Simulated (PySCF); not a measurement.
## Correlation energy of Ge²⁸⁺ (germanium, charge +28)

Starting occupation: [He] 2s2. All numbers are calculated (PySCF 2.14, X2C-1e with screened-nucleus spin-orbit coupling, Gaussian nucleus, in an uncontracted even-tempered set (17 s from 2.3 bohr⁻², ratio 2.6; 12 p from 2.9 bohr⁻², ratio 2.6; 7 d from 3 bohr⁻², ratio 2.8; 4 f from 61 bohr⁻², ratio 2.8)). Frozen: nothing; 4 electrons correlated; the 34 highest virtual spinors left out.

MP2 pair energies summed by pair of shells (mhartree):

```csv
pair,energy,share (%)
2s1/2-2s1/2,-185.95,75.3
1s1/2-1s1/2,-44.41,18.0
1s1/2-2s1/2,-16.62,6.7
```

Total MP2 correlation energy: -246.98 mhartree.

The virtual space was cut to 50 spinors, which keep -233.86 of the -246.98 mhartree of MP2 correlation.

```
  level  correlation energy (mhartree)
   CCSD                        -362.99
    (T)                          -0.45
CCSD(T)                        -363.44
```

Diagnostics: T1 = 0.00060, largest double amplitude 0.142.

Cost of the coupled-cluster step: roughly 11 core-seconds, for 4 occupied and 50 virtual spinors.

The coupled-cluster values are those of the cut space; adding the MP2 remainder, -13.12 mhartree, estimates the full space.

At this charge the one-electron X2C treatment keeps the bare 1/r₁₂, with no two-electron picture change or Breit term. That inflates the 1s pair energies well beyond their four-component values.
